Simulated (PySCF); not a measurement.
# Electron correlation in C²⁺ (carbon, charge +2)

[He] 2s2, closed-shell 1S. Calculation: PySCF 2.14, in def2-TZVPPD (6s3p3d1f, 37 functions); no relativity, point nucleus. Frozen: 1s2; 2 electrons correlated.

With two correlated electrons CCSD is exact within the correlated space (frozen core and kept virtual orbitals).

```json
{"level": "CCSD", "correlation energy (mhartree)": "-72.72"}
```

Diagnostics: T1 = 0.0085, D1 = 0.0120, largest double amplitude 0.156.

A double-excitation amplitude exceeds 0.15, a sign of near-degeneracy.

Cost of the coupled-cluster step: of the order of 0.14 core-seconds, for 2 correlated electrons.
